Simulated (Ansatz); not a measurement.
Ga₂N₂. Charge 0, multiplicity 1. Geometry PBE-D4/def2-SVP.

```csv
atom,x (Å),y (Å),z (Å)
Ga1,-1.595,1.342,0.193
Ga2,1.595,-1.342,-0.193
N3,0.325,0.431,-0.313
N4,-0.325,-0.432,0.313
```

Another isomer (triplet) lies 0.19 eV lower at PBE0-D4/def2-TZVP; other spin states weren't run for this one.

Question: Estimate the orbital energies around the gap (eV) in Ansatz with PBE-D4/def2-TZVP, r2SCAN-D4/def2-TZVP, PBE0-D4/def2-TZVP, r2SCAN0-D4/def2-TZVP, CAM-B3LYP-D4/def2-TZVP.

Answer: 
```
orbital  PBE-D4/def2-TZVP  r2SCAN-D4/def2-TZVP  PBE0-D4/def2-TZVP  r2SCAN0-D4/def2-TZVP  CAM-B3LYP-D4/def2-TZVP
 HOMO−9            -19.32               -19.93             -22.73                -23.20                  -24.16
 HOMO−8            -19.30               -19.91             -22.71                -23.18                  -24.15
 HOMO−7            -19.22               -19.82             -22.61                -23.08                  -24.04
 HOMO−6            -13.41               -14.29             -15.53                -16.11                  -16.87
 HOMO−5            -12.10               -12.59             -13.77                -14.11                  -15.24
 HOMO−4             -9.98               -10.30             -11.17                -11.40                  -12.42
 HOMO−3             -9.40                -9.83             -10.95                -11.25                  -12.39
 HOMO−2             -7.14                -7.42              -8.15                 -8.34                   -9.50
 HOMO−1             -6.28                -6.55              -7.16                 -7.36                   -8.41
   HOMO             -4.23                -4.44              -5.16                 -5.33                   -6.31
   LUMO             -2.58                -2.43              -1.47                 -1.40                   -0.52
 LUMO+1             -2.23                -2.10              -1.16                 -1.09                   -0.19
 LUMO+2             -1.89                -1.71              -1.12                 -1.02                   -0.10
 LUMO+3             -1.59                -1.49              -0.96                 -0.90                    0.27
 LUMO+4             -0.41                -0.03               0.35                  0.59                    1.28
 LUMO+5             -0.16                 0.05               0.58                  0.71                    1.52
```
